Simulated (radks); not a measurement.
The numbers below are computed, except where a source is named.
Task: Species: W+. Configuration: [Xe] 4f14 5d4 6p1 (not the ground configuration). Level of theory: scalar-relativistic Kohn-Sham, r2SCAN, spin-polarised, spherical densities, finite nucleus; open shells are filled with parallel spins first (spin-orbit coupling, left out, can overturn this in heavy ions); meta-GGA in the generalised Kohn-Sham scheme; Fermi nuclear charge, rms radius 5.3658 fm (a radial shooting solver on a logarithmic mesh with Libxc functionals). Some entries of the table are withheld. Estimate them.

orbital,occ.,eigenvalue (hartree),r(max) (bohr)
1s down,1,-2556.699,0.01146
1s up,1,-2556.699,0.01146
2s up,1,-442.5037,0.06565
2s down,1,-442.4937,0.06565
2p up,3,-386.9601,0.05389
2p down,3,-386.9523,0.05388
3s up,1,-102.5172,0.1851
3s down,1,-102.5171,0.1851
3p up,3,-85.99068,0.1832
3p down,3,-85.98976,0.1832
3d up,5,-66.94367,0.1495
3d down,5,-66.93854,0.1495
4s up,1,-21.61108,0.4207
4s down,1,-21.60416,0.4207
4p up,3,-16.16570,0.4411
4p down,3,-16.15983,0.4411
4d up,5,-9.22736,0.4523
4d down,5,-9.22008,0.4524
5s up,1,-3.32417,(1)
5s down,1,-3.25331,(2)
5p up,3,-1.99787,(3)
5p down,3,-1.89708,(4)
4f up,7,-1.55771,(5)
4f down,7,-1.54062,(6)
5d up,4,-0.52288,1.480
5d down,0,-0.36624,1.431
6p up,1,-0.29293,3.265

Result: 
(1) 5s up r(max) (bohr): 0.9662
(2) 5s down r(max) (bohr): 0.9617
(3) 5p up r(max) (bohr): 1.096
(4) 5p down r(max) (bohr): 1.086
(5) 4f up r(max) (bohr): 0.4300
(6) 4f down r(max) (bohr): 0.4298
